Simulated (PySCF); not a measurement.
SMILES F[C](Cl)Cl (CCl₂F), doublet, PBE0/def2-SVP optimised geometry.

```
4

F      1.00    -0.21     0.00
C     -0.31    -0.21     0.00
Cl    -1.00    -1.37    -1.08
Cl    -1.00     1.37     0.00
```

Density from unrestricted PBE0/def2-TZVP run with PySCF 2.14.0 at that geometry.

Minimum of the electron density along straight lines between bonded atoms, close to the bond critical point (lines longer than 1.1 times the sum of covalent radii, or with two minima, are not listed):

```csv
bond,length / Å,ρ at the minimum / e bohr⁻³,∇²ρ there / e bohr⁻⁵,position (fraction from the first atom)
F1–C2,1.315,0.289,-0.02,0.67
C2–Cl3,1.720,0.215,-0.34,0.43
C2–Cl4,1.720,0.215,-0.34,0.43
```
